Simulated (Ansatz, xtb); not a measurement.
# Ligand exchange: H2S + C3H8Si → SiH4 + C3H6S

Species: H2S (hydrogen sulfide) `S`, singlet; C3H8Si (prop-2-enylsilane) `C=CC[SiH3]`, singlet; SiH4 (silane) `[SiH4]`, singlet; C3H6S (allyl mercaptan) `C=CCS`, singlet. The partners trade SH for SiH3: H–SH and C–SiH3 bonds give way to H–SiH3 and C–SH.

Shapes, held fixed at every level: PBE0-D4/def2-TZVP. Flexible molecules stand in one conformer, not always the lowest. Programs: Ansatz 0.2.0, xtb 6.7.1. Electronic energies: no zero-point or thermal term.

```
               level                    kind  ΔE (kJ/mol)  less CCSD(T)/CBS estimate
            GFN0-xTB          semi-empirical        -56.0                      -97.7
       HF/def2-TZVPP            Hartree–Fock        +34.6                       -7.1
  PBE0-D4/def2-TZVPP           global hybrid        +41.1                       -0.6
  wB97M-V/def2-TZVPP  range-separated hybrid        +42.9                       +1.2
   B2PLYP/def2-TZVPP           double hybrid        +37.5                       -4.2
      MP2/def2-TZVPP     perturbation theory        +41.0                       -0.7
     CCSD/def2-TZVPP   coupled cluster or CI        +41.9                       +0.2
CCSD(T)/CBS estimate   coupled cluster or CI        +41.7                        0.0
```

The highest level, CCSD(T)/CBS estimate, gives ΔE = +41.7 kJ/mol; the levels span -56.0 to +42.9. They disagree on the sign: 7 of 8 are positive. GFN0-xTB strays far from the other rows. The column of differences is taken from that level and isn't an error. No measured value is set beside it here. The CBS estimate extrapolates MP2 from def2-TZVPP and def2-QZVPP and adds CCSD(T) − MP2 in the triple-zeta set, cores frozen.
